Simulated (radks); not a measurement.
Charge is removed step by step from the 4s down level of Fe, starting from [Ar] 3d6 4s(up 1, down 1). All-electron calculation, non-relativistic Kohn-Sham, r2SCAN, spin-polarised, spherical densities, point nucleus; open shells are filled with parallel spins first; meta-GGA in the generalised Kohn-Sham scheme. Program: a radial shooting solver on a logarithmic mesh with Libxc functionals.

[
 {"removed (e)": "0", "E - E(0) (eV)": "0.000", "eigenvalue (eV)": "-4.975", "E minus straight line (eV)": "0.000"},
 {"removed (e)": "0.25", "E - E(0) (eV)": "1.414", "eigenvalue (eV)": "-6.338", "E minus straight line (eV)": "-0.474"},
 {"removed (e)": "0.5", "E - E(0) (eV)": "3.164", "eigenvalue (eV)": "-7.642", "E minus straight line (eV)": "-0.612"},
 {"removed (e)": "0.75", "E - E(0) (eV)": "5.222", "eigenvalue (eV)": "-8.796", "E minus straight line (eV)": "-0.442"},
 {"removed (e)": "1", "E - E(0) (eV)": "7.553", "eigenvalue (eV)": "-9.795", "E minus straight line (eV)": "0.000"}
]

Removing the whole electron costs 7.553 eV by Delta-SCF, against 4.975 eV from minus the eigenvalue at the starting occupation. Slater's transition state (half an electron removed) gives 7.642 eV. Integrating minus the eigenvalue over the occupation (Janak's theorem) gives 7.549 eV. The mean slope of the eigenvalue, de/dn, is 4.82 eV per electron. Ionisation energy of Fe in the NIST Atomic Spectra Database: 7.902 eV (measured).
